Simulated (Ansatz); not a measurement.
(3S)-3-fluorobut-1-ene (C4H7F), SMILES C=C[C@H](C)F.

Geometry optimised at PBE-D3(BJ)/def2-SVP. One conformer was computed; it need not be the lowest.

Two levels are set side by side: PBE/def2-SVPD (Ansatz, a program for electronic structure) and CAM-B3LYP/def2-SVPD (Ansatz). Energy differences of separate SCF runs at the same geometry; the states with an electron removed or added have multiplicity 2 and 2. Differences are taken from unrounded values.

```tsv
quantity	CAM-B3LYP
vertical ionisation energy (eV)	9.98
vertical singlet–triplet gap (eV)	4.30
```

**Question.** What does PBE give, and how far is it from CAM-B3LYP? (An estimate is asked for; the answer gives what the named calculation found.)

**Answer.** 
| quantity | PBE | PBE minus CAM-B3LYP |
|---|---|---|
| vertical ionisation energy (eV) | 9.77 | -0.21 |
| vertical singlet–triplet gap (eV) | 4.38 | 0.08 |
